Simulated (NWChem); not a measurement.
System: ZrH3I; SMILES [ZrH3][I]

def2 effective core potentials on Zr, I; no spin-orbit coupling.

Question: Give the equilibrium geometry at PBE0/def2-SVP with def2 effective core potentials on Zr, I (NWChem) as a list of bonds and angles, with the point group.

Answer: point group C3v; any orientation.
Bonded distances (Å): Zr1–I2 2.688, Zr1–H3 1.839, Zr1–H4 1.839, Zr1–H5 1.839. Angles (°): I2–Zr1–H3 109.1, I2–Zr1–H4 109.1, I2–Zr1–H5 109.1, H3–Zr1–H4 109.8, H3–Zr1–H5 109.8, H4–Zr1–H5 109.8.
